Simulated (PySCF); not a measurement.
Calcium: a sound run and one with changed settings

Sound run: Ca [Ar] 4s2, Ca⁺ [Ar] 4s1. All numbers are calculated (PySCF 2.14, the spin-free X2C one-electron Hamiltonian (Gaussian nucleus), in cc-pVDZ-X2C (5s4p2d, 27 functions)). In the sound run the correlated levels freeze [Ar]. The sound run starts from symmetry-adapted Hartree-Fock orbitals and uses a fine grid where one is needed.

Changed run: the non-relativistic Hamiltonian (point nucleus). This setting is unsound on purpose.

```
species   method  sound run (hartree)  changed run (hartree)  converged
     Ca      UHF           -679.62917             -676.04179        yes
     Ca      PBE           -680.22985             -676.64257        yes
     Ca     BP86           -680.52639             -676.93911        yes
     Ca      MP2           -679.64649             -676.05912        yes
     Ca  CCSD(T)           -679.65703             -676.06972        yes
    Ca⁺      UHF           -679.44005             -675.85380        yes
    Ca⁺      PBE           -680.00449             -676.41856        yes
    Ca⁺     BP86           -680.29694             -676.71099        yes
```

Ionisation energy of Ca:

| method | sound run (eV) | changed run (eV) |
| --- | --- | --- |
| UHF | 5.146 | 5.115 |
| PBE | 6.132 | 6.096 |
| BP86 | 6.244 | 6.207 |
| MP2 | 5.617 | 5.587 |
| SCS-MP2 | 5.712 | 5.681 |
| CCSD | 5.904 | 5.875 |
| CCSD(T) | 5.904 | 5.875 |
| CCSDT | 5.904 | 5.875 |
| FCI | 5.904 | 5.875 |

Most of the change in total energy is the relativistic energy itself. On top of that the contraction fixes the core shape for the Hamiltonian it was made with, so the changed run is not a good calculation with the other Hamiltonian either.

For comparison, NIST gives 6.113 eV between the lowest levels.
